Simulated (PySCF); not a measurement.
# Correlation energy of Se²⁺ (selenium, charge +2)

[Ar] 3d10 4s1 4p3, high-spin 5S determinant (an excited configuration). Calculation: PySCF 2.14, in x2c-QZVPPall (11s8p5d4f1g, 97 functions); the spin-free X2C one-electron Hamiltonian (Gaussian nucleus). Frozen: [Ar] 3d10; 4 electrons correlated.

```
  level  correlation energy (mhartree)
   CCSD                         -26.65
    (T)                          -0.29
CCSD(T)                         -26.94
```

Diagnostics: T1 = 0.00097, D1 = 0.0027, largest double amplitude 0.044.

Cost of the coupled-cluster step: of the order of 17 core-seconds, for 4 correlated electrons.

Iterations:

```
CC2 = 0
CCSD nocc = (np.int64(4), np.int64(0)), nmo = (83, 83)
frozen orbitals [[0, 1, 2, 3, 4, 5, 6, 7, 8, 9, 10, 11, 12, 13], [0, 1, 2, 3, 4, 5, 6, 7, 8, 9, 10, 11, 12, 13]]
max_cycle = 100
direct = 0
conv_tol = 1e-08
conv_tol_normt = 1e-06
diis_space = 8
diis_start_cycle = 0
Init t2, MP2 energy = -0.0208971939324789
Init E_corr(UCCSD) = -0.0208971939345143
cycle = 1  E_corr(UCCSD) = -0.0252544167262326  dE = -0.00435722279  norm(t1,t2) = 0.0207271
cycle = 2  E_corr(UCCSD) = -0.0262869712394504  dE = -0.00103255451  norm(t1,t2) = 0.00555943
cycle = 3  E_corr(UCCSD) = -0.026655368742075  dE = -0.000368397503  norm(t1,t2) = 0.00158199
cycle = 4  E_corr(UCCSD) = -0.0266518895454024  dE = 3.47919667e-06  norm(t1,t2) = 6.90608e-05
cycle = 5  E_corr(UCCSD) = -0.0266519195000861  dE = -2.99546837e-08  norm(t1,t2) = 4.402e-06
cycle = 6  E_corr(UCCSD) = -0.0266518938475526  dE = 2.56525335e-08  norm(t1,t2) = 2.70043e-07
cycle = 7  E_corr(UCCSD) = -0.0266518953008802  dE = -1.45332762e-09  norm(t1,t2) = 2.40605e-08
UCCSD converged
E(UCCSD) = -2426.862004285946  E_corr = -0.02665189530088022
UCCSD(T) correction = -0.000287881371254192
```
